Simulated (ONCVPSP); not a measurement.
**nickel ONCV: all-electron and pseudo phase curves**

ONCVPSP 4.0.1 input, shortened (lines: element, Z, core and valence counts, functional; n l f; lmax; l rc ep ncon nbas qcut; lloc lpopt rc5 dvloc0; l nproj debl; icmod fcfact rcfact), PBE, scalar-relativistic:

```
  Ni 28.00    3    4        4      upf
    1    0    2.00
    2    0    2.00
    2    1    6.00
    3    0    2.00
    3    1    6.00
    3    2    8.00
    4    0    1.00
    2
    0    1.10    0.00    4    9   13.20
    1    0.75    0.00    4    8    9.70
    2    0.80    0.00    3    6   14.10
    4    5    0.55   -1.00
    0    2    3.00
    1    1    2.50
    2    2    2.80
    0    0.00    0.00
```

The phase is arctan(r·R′/R) of the radial function R(r), unwrapped; energies in Ha, scanned from -6 to 5 Ha. A pole is an energy at which the radial function vanishes at the test radius. The pseudo phase is shifted by a multiple of π to meet the all-electron one at the reference energy, and phase errors are pseudo minus all-electron; the curves can meet again beyond the range given. Levels narrower than the energy grid can be missing from the lists of poles.

| channel | radius (bohr) | reference energy (Ha) | poles, all-electron | poles, pseudo | unbroken range about the reference energy with phases within 0.05 rad | phase error 1 Ha above the reference energy (rad) |
| --- | --- | --- | --- | --- | --- | --- |
| s | 1.12 | -0.48 | -3.04 | -3.04 | the whole range | -0.000 |
| p | 0.76 | -2.96 | none | 4.91 | the whole range | -0.001 |
| d | 0.81 | -0.66 | 4.24 | 4.24 | the whole range | -0.000 |

Phases in the p channel:

```csv
E (Ha),all-electron,pseudo
-5.96,-0.162,-0.174
-5.40,-0.366,-0.374
-4.84,-0.554,-0.559
-4.28,-0.719,-0.721
-3.72,-0.857,-0.858
-3.16,-0.970,-0.971
-2.60,-1.063,-1.064
-2.04,-1.140,-1.141
-1.48,-1.204,-1.206
-0.92,-1.258,-1.260
-0.36,-1.304,-1.307
0.20,-1.344,-1.348
0.76,-1.378,-1.384
1.32,-1.409,-1.416
1.88,-1.436,-1.445
2.44,-1.461,-1.472
3.00,-1.483,-1.496
3.56,-1.504,-1.519
4.12,-1.523,-1.541
4.68,-1.541,-1.562
```
